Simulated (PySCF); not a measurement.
# Exercise with solution: oscillator strength and radiative lifetime

CF5In, SMILES [F][In]([F])[C](F)(F)F.

Coordinates come from a r2SCAN-D4/def2-SVP optimisation. The structure was generated by enumeration; whether it is a known compound was not checked. The def2 effective core potentials stand for the cores of In; spin–orbit coupling is left out.

TDA-PBE/def2-SVPD (PySCF) puts the first singlet state with f over 0.02 at 5.27 eV (vertical), with the transition dipole (0.033, -0.208, -0.766) in atomic units.

**Question.** Find the oscillator strength, the wavelength and the radiative lifetime that this transition would have in vacuum if emission retraced absorption.

**Answer.** 
|μ|² = 0.6311 au, so |μ| = 2.02 D. ΔE = 5.27/27.211 = 0.1937 hartree. f = (2/3) ΔE |μ|² = 0.081 (the program prints 0.082).
λ = 1239.84/5.27 = 235 nm; ν = 42505 cm⁻¹.
Einstein's coefficient A = 0.6670 ν² f s⁻¹ (ν in cm⁻¹) = 9.8e7 s⁻¹, so τ = 1/A = 10 ns. This state is S2; the lower singlet has f = 0.013. The figure is the radiative limit of this one transition; relaxation, internal conversion, crossing to triplets and a medium change what is measured.
